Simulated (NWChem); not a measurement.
System: C3H4O2Si; SMILES OC([SiH2]C#C)=O

```xyz
10

C      0.9591     2.7469     0.1753
C      0.1998     1.8023     0.0668
Si    -0.9427     0.3839    -0.0961
C     -0.0604    -1.3163     0.1195
O     -0.6821    -2.3442     0.0359
O      1.2524    -1.2738     0.3618
H      1.6332     3.5800     0.2719
H     -1.9986     0.4432     0.9514
H     -1.5609     0.3658    -1.4499
H      1.5527    -2.1966     0.4460
```
Atoms are numbered in this order, from 1.

Computed with NWChem. Pople sets run with spherical d functions. Coordinates come from a PBE0/def2-SVP optimisation. Atomic charges in e: unrestrained fits to the electrostatic potential beside Mulliken populations; buried atoms are poorly determined by the fit.

For level Hartree-Fock/6-31G*:

| Property | Result |
|---|---|
| Mulliken C2 | -0.31 |
| ESP Si3 | 0.52 |
| Mulliken Si3 | 0.73 |
| ESP C4 | 0.71 |
| Mulliken C4 | 0.51 |
| Mulliken O5 | -0.55 |

Task: Estimate the same quantities for level B3LYP/def2-SVP.

Result: The Mulliken C2 is 0.03 and the ESP Si3 is 0.39. The Mulliken Si3 comes out as 0.48. The ESP C4 is 0.61 and the Mulliken C4 is 0.03. The Mulliken O5 is -0.24.
